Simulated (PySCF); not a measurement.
Several molecules and their computed UV-vis stick spectra, shuffled. Theory: TDDFT PBE0/def2-SVPD, vertical, gas phase, core orbitals frozen in the response (PySCF). Geometries: GFN2-xTB; one conformer of each isolated species. Triplets are in the Tamm–Dancoff approximation.

A. `CC(C)N[SiH3]`
B. `CC1=C(C)N([SiH3])N=C1`
C. `CCc1cn([SiH3])cn1`
D. `N#C[SiH2]CNCC=C`
E. `C#CC/P=C\F`

Lowest singlet levels (six at most, fewer where fewer were computed) with oscillator strengths:

1. 215 nm (f 0.011); 186 nm (f 0.010); 182 nm (f 0.006); 180 nm (f 0.018); 175 nm (f 0.006); 168 nm (f 0.030); T1 5.51 eV
2. 243 nm (f 0.051); 236 nm (f 0.003); 223 nm (f 0.020); 205 nm (f 0.002); 200 nm (f 0.056); 191 nm (f 0.005); T1 4.46 eV
3. 228 nm (f 0.000); 202 nm (f 0.107); 200 nm (f 0.005); 196 nm (f 0.007); 194 nm (f 0.002); 192 nm (f 0.075); T1 4.31 eV
4. 214 nm (f 0.000); 202 nm (f 0.138); 198 nm (f 0.000); 195 nm (f 0.001); 193 nm (f 0.005); 190 nm (f 0.001); T1 4.29 eV
5. 261 nm (f 0.015); 238 nm (f 0.004); 225 nm (f 0.126); 213 nm (f 0.051); 209 nm (f 0.007); 190 nm (f 0.026); T1 2.79 eV

Question: Match each spectrum to its molecule.

Answer: 1 = A, 2 = D, 3 = C, 4 = B, 5 = E.
- A: S1 at 5.76 eV, HOMO→LUMO (97%); Löwdin shares by element: HOMO nitrogen 55%, carbon 15% or more, silicon 11% (atoms not listed hold the other 19%); LUMO silicon 28%, hydrogen 15% or more, carbon 9% or more (atoms not listed hold the other 48%); HOMO -6.70 and LUMO 0.38 eV.
- B: S1 at 5.80 eV, HOMO→LUMO (98%); Löwdin shares by element: HOMO carbon 48% or more, nitrogen 29% (atoms not listed hold the other 23%); LUMO silicon 36%, hydrogen 21% or more, carbon 8% or more (atoms not listed hold the other 35%); HOMO -6.58 and LUMO 0.26 eV; point group Cs, 2 of its 6 listed states under f = 0.0005.
- C: S1 at 5.43 eV, HOMO→LUMO (99%); Löwdin shares by element: HOMO carbon 69% or more, nitrogen 10% or more (atoms not listed hold the other 20%); LUMO silicon 45%, hydrogen 35% or more (atoms not listed hold the other 20%); HOMO -6.51 and LUMO -0.03 eV.
- D: S1 at 5.10 eV, HOMO→LUMO (96%); Löwdin shares by element: HOMO nitrogen 53% or more, carbon 20% or more, silicon 7% (atoms not listed hold the other 20%); LUMO carbon 31% or more, silicon 24%, nitrogen 21% or more (atoms not listed hold the other 23%); HOMO -6.69 and LUMO -0.57 eV.
- E: S1 at 4.74 eV, HOMO-1→LUMO (60%), HOMO→LUMO (36%); Löwdin shares by element: HOMO carbon 52% or more, phosphorus 31% (atoms not listed hold the other 17%); LUMO phosphorus 41%, carbon 40% or more, fluorine 8%; HOMO -7.36 and LUMO -1.67 eV.
A and B have S1 within 0.04 eV of each other; their strongest listed levels stand at 7.40 eV (f 0.030) and 6.13 eV (f 0.138).
